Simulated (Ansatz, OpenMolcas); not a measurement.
How methods differ on C2H7Ga (SMILES [CH3][GaH][CH3])

C2H7Ga: 10 atoms, total charge 0, spin state singlet. As SMILES, `[CH3][GaH][CH3]`. The shape is that of a PBE0-D4/def2-TZVP optimisation.

Quantity: the dipole moment, in D. The values are calculated.

| level | kind | program | value (D) | CPU time |
| --- | --- | --- | --- | --- |
| HF/def2-SVP | Hartree–Fock | OpenMolcas | 0.58 | 16 s |
| BLYP/def2-SVP | GGA | OpenMolcas | 0.74 | 51 s |
| PBE/def2-SVP | GGA | OpenMolcas | 0.74 | 52 s |
| revPBE/def2-SVP | GGA | OpenMolcas | 0.73 | 56 s |
| M06-L/def2-SVP | meta-GGA | OpenMolcas | 0.66 | 63 s |
| BHLYP/def2-SVP | global hybrid | OpenMolcas | 0.63 | 52 s |
| PBE0/def2-SVP | global hybrid | OpenMolcas | 0.68 | 52 s |
| MP2/def2-SVP | perturbation theory | Ansatz | 0.63 | 8.3 s |

All-electron rows without a relativistic Hamiltonian named are non-relativistic. The values span 0.58 to 0.74 D. In the correlated wave-function rows the outer d shell of Ga is correlated, in sets not made for it. Magnitudes only. CPU times are rough (shared hosts, several kinds of processor and program).
